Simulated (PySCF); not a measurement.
# Frontier orbitals and the lowest excitations

C5H14As2.
Z-matrix (Å and degrees, PBE0-D3(BJ)/def2-SVP geometry), rows numbered from 1:
```
C 
C   1  1.5201
C   2  1.5229  1  112.65
C   3  1.5314  2  115.70  1  -178.52
As  4  2.0009  3  110.04  2    69.95
C   4  1.5217  3  115.00  2   -58.60
As  6  1.9967  4  113.26  3   -51.80
H   1  1.1004  2  111.64  3  -178.50
H   1  1.1018  2  111.28  3    61.24
H   1  1.1019  2  111.09  3   -58.41
H   2  1.1035  1  109.25  3   122.03
H   2  1.1045  1  109.53  3  -122.37
H   3  1.1038  2  109.20  1   -55.37
H   3  1.1066  2  108.46  1    59.03
H   4  1.1043  3  107.39  2  -179.38
H   5  1.5264  4   94.74  3   178.94
H   5  1.5272  4   96.26  3   -88.82
H   6  1.0984  4  110.51  3  -174.41
H   6  1.1018  4  111.00  3    67.11
H   7  1.5257  6   94.68  4  -159.16
H   7  1.5277  6   94.89  4   -66.66
```

Method: TDDFT CAM-B3LYP/def2-SVPD, vertical, gas phase, core orbitals frozen in the response (PySCF). The CAM-B3LYP/def2-SVPD calculation is non-relativistic and has no spin–orbit coupling, an omission that weighs most on arsenic.

Kohn–Sham orbitals with the atoms that hold most of them (Löwdin shares over 4%, at most four atoms; ? is withheld):

```csv
orbital,ε (eV),atoms
HOMO-3,-10.55,"C3 17%, C2 16%, C4 13%, C1 9%"
HOMO-2,-9.96,"As5 25%, C4 17%, C3 9%, H17 9%"
HOMO-1,-8.82,?
HOMO,?,?
LUMO,0.81,"As5 16%, As7 16%, C6 8%, H16 7%"
LUMO+1,1.33,"As5 29%, As7 24%, H21 8%, C4 6%"
LUMO+2,1.41,"As5 27%, As7 23%, H17 10%, H20 8%"
```

(1) Give the leading atoms of the HOMO.

(2) Give the leading atoms of the HOMO-1.

(3) What is the HOMO energy, and the HOMO–LUMO gap?

## Answers

(1) As5 (bonded to C and 2 H) 34%; As7 (bonded to C and 2 H) 29%; C6 (bonded to As, C and 2 H) 12%; C4 (bonded to As, 2 C and H) 8%. By element: arsenic 63%, carbon 21% or more.

(2) As7 (bonded to C and 2 H) 38%; As5 (bonded to C and 2 H) 25%; C6 (bonded to As, C and 2 H) 7%; H20 (bonded to As) 7%. By element: arsenic 63%, carbon 7% or more, hydrogen 7% or more.

(3) ε(HOMO) = -8.02 eV; the gap is 8.83 eV (0.3246 hartree).

How does S1 compare with the orbital gap of 8.83 eV?

S1 is at 6.00 eV (f = 0.049), 2.84 eV below the gap, made of HOMO→LUMO (87%). Without the coupling terms of the response equations the lowest excitation would equal the gap.

Next come S2 at 6.31 eV (f 0.107), HOMO→LUMO+1 (62%), HOMO-1→LUMO (24%); S3 at 6.53 eV (f 0.079), HOMO→LUMO+2 (37%), HOMO→LUMO+3 (22%), HOMO→LUMO+5 (9%); S4 at 6.59 eV (f 0.015), HOMO→LUMO+5 (35%), HOMO-1→LUMO (22%), HOMO→LUMO+4 (14%); S5 at 6.68 eV (f 0.389), HOMO→LUMO+2 (37%), HOMO→LUMO+3 (21%), HOMO→LUMO+4 (14%).

One conformer stands for the species.
